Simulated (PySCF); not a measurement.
# One molecule, several mistakes: BC2GeH7

Calculated results; nothing here was measured. The program is PySCF 2.14.0, an open-source quantum chemistry code, run on an isolated molecule that a program drew, which may never have been made. The molecule is BC2GeH7 (charge 0, singlet), drawn as the SMILES string `B[CH2][Ge][CH3]`.

Each row is a Hartree-Fock (HF) and frozen-core CCSD(T) single point in the cc-pVDZ basis, meant for a local HF minimum. Run 1 is clean. Each other run has one planted mistake out of seven kinds, and not every kind appears here: one electron removed, one electron added, multiplicity raised by two, geometry at a saddle point, minimal basis STO-3G, one bond length entered in bohr, all coordinates scaled. The reference is restricted for singlets and unrestricted otherwise, and also for a bond in bohr. Adding or removing an electron swaps singlet and doublet. Electrons count all cores. HOMO and LUMO are orbital energies over both spins, the gradient is its largest component, and the lowest frequency (negative if imaginary) is given only where the gradient is small. Bond lengths are over the 10 bonds as drawn. T1 is the CCSD diagnostic: over 0.02 (restricted) or 0.045 (unrestricted) a single reference is doubtful. Germanium has the cc-pVDZ-PP basis, with a core potential (ECP10MDF) in place of its 10 inner electrons, and its 3s, 3p and 3d shells are frozen in CCSD(T).

Geometry of the clean run:
```xyz
11
BC2GeH7, angstrom
B    -0.4879    1.3597   -2.4379
C    -1.3851    1.3269   -1.1810
Ge   -1.1350   -0.4055   -0.1254
C     0.8562   -0.3752    0.0996
H    -0.8972    0.9548   -3.4966
H     0.6564    1.7256   -2.3791
H    -1.0847    2.0568   -0.4155
H    -2.4568    1.3979   -1.3718
H     1.3119   -0.7653   -0.8204
H     1.1622   -1.0259    0.9219
H     1.2574    0.6290    0.2598
```

| run | electrons | basis functions | <S^2> | HOMO (eV) | LUMO (eV) | gradient (hartree/bohr) | lowest frequency (cm^-1) | mean bond (Å) | longest bond (Å) | T1 | HF (hartree) | CCSD(T) (hartree) | mistake |
|---|---|---|---|---|---|---|---|---|---|---|---|---|---|
| 1 | 56 | 100 | 0.000 | -8.43 | 0.74 | 1.0e-05 | 72 | 1.3475 | 2.044 | 0.0133 | -397.83657 | -398.36516 | no fault |
| 2 | 56 | 100 | 0.862 | -8.60 | 0.68 | 2.4e-02 | - | 1.4446 | 2.061 | 0.0654 | -397.71068 | -398.23647 | one bond length entered in bohr |
| 3 | 57 | 100 | 0.765 | -0.83 | 7.07 | 3.2e-02 | - | 1.3475 | 2.044 | 0.0209 | -397.83723 | -398.37964 | ? |
| 4 | 56 | 100 | 2.007 | -7.33 | 0.00 | 2.1e-02 | - | 1.3475 | 2.044 | 0.0149 | -397.79900 | -398.30862 | ? |

**Which mistake was planted in run 3, and what did it cost?**

It counts 57 electrons, one more than the clean run, at the same geometry and basis. So the mistake is: one electron added. Subtracting run 1 and multiplying by 627.51 kcal/mol a hartree, the energy moved by -0.4 kcal/mol in HF and -9.1 kcal/mol in CCSD(T).

**Which mistake was planted in run 4, and what did it cost?**

Electrons, basis and geometry are unchanged, and <S^2> is 2.007, beside S(S+1) = 2.00 for a multiplicity of 3. So the mistake is: multiplicity raised by two. Subtracting run 1 and multiplying by 627.51 kcal/mol a hartree, the energy moved by 23.6 kcal/mol in HF and 35.5 kcal/mol in CCSD(T).

Cautions from the logs. Run 2: T1 is over the limit, so its CCSD(T) energy is less reliable.
